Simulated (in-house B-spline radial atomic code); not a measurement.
Ca⁺. Computed with a B-spline radial atomic code. Model: all-electron spherical atom, spin shells full or empty, radial basis limit, no spin-orbit coupling, Breit or QED, empty-state partial waves extrapolated as (l+1/2)^-4, RPA, G0W0 and static COHSEX of the highest shell as one setting changes (uncorrelated shells keep exact exchange).

Empty levels are discrete states of a finite basis, so the steps are uneven.

Given: element Ca; charge 1; filled core Ar; hamiltonian one-electron scalar X2C; mean-field start PBE; highest l of empty states 9; nuclear rms radius 3.4776 fm; lowest nl shells left uncorrelated 2; highest mean-field shell 4s up; box radius 23.78 bohr.

Shell: 4s 1 0 (electrons up and down).

```
highest empty level kept (hartree)  RPA correlation energy (hartree)  G0W0 level (eV)  G0W0 minus most complete (meV)  COHSEX level (eV)  linearised minus solved G0W0 (meV)
                              1.33                             -0.29          -12.193                           170.3            -13.694                               176.4
                              2.67                          -0.35197          -12.252                           110.9             -13.83                               179.2
                              4.67                          -0.42763          -12.289                              74            -13.941                               181.3
                                 8                                 ?                ?                               ?                  ?                                   ?
                             13.33                          -0.55909          -12.332                            31.4            -14.064                               183.9
                                24                           -0.6465          -12.346                            16.7            -14.113                               184.8
                                40                          -0.72897          -12.353                            10.1            -14.136                               185.3
                                80                          -0.83439          -12.358                             5.5            -14.152                               185.6
                               160                          -0.87753          -12.361                             2.3            -14.164                               185.9
                            333.33                                 ?                ?                               ?                  ?                                   ?
                               800                           -0.9135          -12.363                             0.1            -14.171                                 186
                            2666.7                          -0.91583          -12.363                               0            -14.171                               186.1
```

**Question.** What follows for highest empty level kept = 333.33?

**Answer.** RPA correlation energy -0.90364 hartree; G0W0 level -12.362 eV; G0W0 minus most complete 0.7 meV; COHSEX level -14.169 eV; linearised minus solved G0W0 186 meV.

**Question.** What follows for highest empty level kept = 8?

**Answer.** RPA correlation energy -0.48882 hartree; G0W0 level -12.312 eV; G0W0 minus most complete 50.9 meV; COHSEX level -14.005 eV; linearised minus solved G0W0 182.7 meV.
